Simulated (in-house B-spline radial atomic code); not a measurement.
## Two electrons outside the [Xe] 4f14 core: Pt8+

Computed with an all-electron radial atomic-structure program (B-spline basis): configuration interaction (CI) of the two valence electrons in the field of the frozen Dirac-Fock core, alone and with many-body perturbation theory for the core (screened one- and two-electron correlation potentials), Breit and QED terms; no-pair Dirac Hamiltonian, finite nucleus. Labels give the configuration (outer n counted up each series) and the leading LS term, or the jj pair where no LS term holds 70 %.

Excitation energies (eV):

```tsv
level	purity of the LS term	CI alone	CI + MBPT + Breit + QED	Landé g of the LS mixture
5d2 3F2	0.856	0	0	0.72
5d2 3F3	0.999	1.7874	1.8793	1.08
5d2 3P0	0.888	2.4198	2.4164	-
5d2 3F4	0.748	3.0555	3.1514	1.19
5d2 (3/2,5/2)2	0.452 (3P)	3.159	3.2452	1.19
5d2 3P1	0.999	?	?	?
5d2 1G4	0.747	5.1494	5.196	1.06
5d2 (5/2,5/2)2	0.537 (3P)	?	?	?
5d2 1S0	0.888	8.7496	9.2342	-
5d6s 3D1	1.0	25.661	26.478	0.50
5d6s 3D2	0.777	25.946	26.783	1.13
5d6s 3D3	1.0	27.848	28.764	1.33
5d6s 1D2	0.777	28.571	29.507	1.04
5d6p (3/2,1/2)°2	0.695 (3F)	37.529	38.754	0.78
5d6p (3/2,1/2)°1	0.665 (3D)	38.155	39.33	0.72
5d6p (5/2,1/2)°2	0.486 (3D)	40.091	41.32	1.23
5d6p (5/2,1/2)°3	0.55 (3F)	40.184	41.489	1.13
5d6p (3/2,3/2)°2	0.4 (3D)	41.731	43.095	1.01
5d6p (3/2,3/2)°3	0.446 (3F)	42.325	43.732	1.12
5d6p (3/2,3/2)°1	0.604 (3P)	42.482	43.863	1.16
```

(1) Where does 5d2 3P1 lie?

(2) Where does 5d2 (5/2,5/2)2 lie?

(3) What is the first ionisation energy?

Some electric-dipole lines (reduced elements in atomic units, length form; vacuum wavelengths from the computed energies):

| upper | lower | D bare (size) | D with core polarisation (size) | λ (nm) | A (s⁻¹) |
| --- | --- | --- | --- | --- | --- |
| 5d6p (3/2,1/2)°2 | 5d2 3F2 | 1.07 | 0.96 | 31.993 | 1.1e+10 |
| 5d6p (3/2,1/2)°2 | 5d2 3F3 | 0.0139 | 0.0145 | 33.623 | 2.2e+06 |
| 5d6p (3/2,1/2)°1 | 5d2 3F2 | 1.07 | 0.967 | 31.524 | 2e+10 |
| 5d6p (3/2,1/2)°1 | 5d2 3P0 | 0.533 | 0.489 | 33.588 | 4.3e+09 |
| 5d6p (5/2,1/2)°2 | 5d2 3F2 | 0.226 | 0.205 | 30.006 | 6.3e+08 |
| 5d6p (5/2,1/2)°2 | 5d2 3F3 | 0.953 | 0.864 | 31.436 | 9.7e+09 |
| 5d6p (5/2,1/2)°3 | 5d2 3F2 | 0.22 | 0.192 | 29.884 | 4e+08 |
| 5d6p (5/2,1/2)°3 | 5d2 3F3 | 1.04 | 0.934 | 31.302 | 8.2e+09 |
| 5d6p (3/2,3/2)°2 | 5d2 3F2 | 0.134 | 0.126 | 28.77 | 2.7e+08 |
| 5d6p (3/2,3/2)°2 | 5d2 3F3 | 1.01 | 0.938 | 30.081 | 1.3e+10 |

Weak lines are less accurate than strong ones.

Results:

(1) 3.5863 eV in CI alone and 3.6226 eV with all corrections; g = 1.50.

(2) 5.4687 eV in CI alone and 5.6637 eV with all corrections; g = 1.26.

(3) 127.83 eV to the 5d3/2 state of the next ion (125.56 eV from CI alone). NIST lists 126 ± 2.2 eV (tabulated theory).
